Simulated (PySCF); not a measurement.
# Energy of Pd²⁺ (palladium, charge +2) between two integer charges

The 4d beta orbital of [Kr] 4d8 is emptied in steps (occupation f), with all orbitals relaxed, ending at [Kr] 4d7. All numbers are calculated (PySCF 2.14, a scalar-relativistic core potential, in def2-TZVPPD with the def2 core potential (28 electrons) (6s4p3d2f1g, 56 functions)). The exact energy is a straight line in f; departures are measured from the line between the end points of the same method.

| f | HSE06 (eV) |
| --- | --- |
| 1 | 0.000 |
| 0.9 | -0.453 |
| 0.7 | -1.061 |
| 0.5 | -1.266 |
| 0.3 | -1.066 |
| 0.1 | -0.457 |
| 0 | 0.000 |

For HSE06, how does the orbital energy at f = 1 compare with the removal energy?

−ε = 28.190 eV against a total-energy difference of 33.220 eV. By Janak's theorem ε = ∂E/∂f, so the gap between them reflects the curvature. Along the path −ε is 29.182 (f = 0.9), 31.185 (f = 0.7), 33.205 (f = 0.5), 35.239 (f = 0.3), 37.279 (f = 0.1) eV.

Reference removal energy between the ground levels: 32.93 eV (semi-empirical (NIST evaluation); NIST Atomic Spectra Database, ionization energies). The calculation has no spin-orbit coupling. The determinant left behind need not be the lowest term of the ion.
